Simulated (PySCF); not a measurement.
**Correlation energy of Au (gold, neutral)**

[Xe] 4f14 5d9 6s2, 2D determinant (an excited configuration). Calculation: PySCF 2.14, in aug-cc-pVDZ-PP with ECP60MDF (5s5p4d2f, 54 functions); scalar relativity through the core potential. Frozen: 5s2 5p6; 11 electrons correlated.

| level | correlation energy (mhartree) |
| --- | --- |
| CCSD | -302.47 |
| (T) | -8.81 |
| CCSD(T) | -311.28 |

Diagnostics: T1 = 0.016, D1 = 0.0507, largest double amplitude 0.043.

Q: Is a single reference adequate?

A: Yes, within this model without spin-orbit coupling: T1 lies below 0.03 and no double amplitude reaches 0.07.
